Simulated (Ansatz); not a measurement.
Molecule: sum formula AlO2H3, charge 0, multiplicity 1. SMILES: [OH][AlH][OH]
Structure (B3LYP-D3(BJ)/def2-TZVP (Ansatz, an electronic-structure program) minimum search):
```
Al
O 1 1.6926
H 2 0.9583 1 123.93
O 1 1.6983 2 118.48 3 0.00
H 4 0.9576 1 124.59 2 180.00
H 1 1.5649 2 118.40 3 -180.00
```
Charge 0, spin multiplicity 1.

PBE beside other levels, property by property. Correlated levels leave the core frozen unless marked. UHF or UKS for open shells. Spin-orbit coupling is left out. No relativistic terms. CBS marks a two-point X^-3 extrapolation of the correlation energy; Hartree-Fock from the larger set (for Q and 5 zeta extrapolated as (X+1)exp(-9√X)). Atomisation energies are electronic, to ground-state atoms; the column to compare with has the core term from cc-pwCVTZ added, other frozen-core levels have none. Vertical energies are electronic, to the SCF solution reached for that spin. The coupled-cluster column (Ansatz) is a level with limits of its own: (a) CCSD(T)/CBS(aug-cc-pV(T+d)Z,aug-cc-pV(Q+d)Z); (b) CCSD(T)/CBS(cc-pV(Q+d)Z,cc-pV(5+d)Z).

| property | PBE/def2-TZVPD (Ansatz) | B2PLYP-D3(BJ)/def2-TZVPD (Ansatz + dftd3) | CCSD(T)/aug-cc-pV(D+d)Z (Ansatz) | CCSD(T)/aug-cc-pV(T+d)Z (Ansatz) | coupled cluster |
|---|---|---|---|---|---|
| vertical triplet-singlet gap (eV) | 6.20 | 7.36 | 7.14 | 7.13 | 7.16 (a) |
| atomisation energy (kcal/mol) | 515.3 | 510.6 | 483.6 | 508.3 | 521.1 (b) |

As the rows show:
- vertical triplet-singlet gap: PBE lies 0.96 eV below coupled cluster.
- atomisation energy: PBE lies 5.8 kcal/mol below coupled cluster.
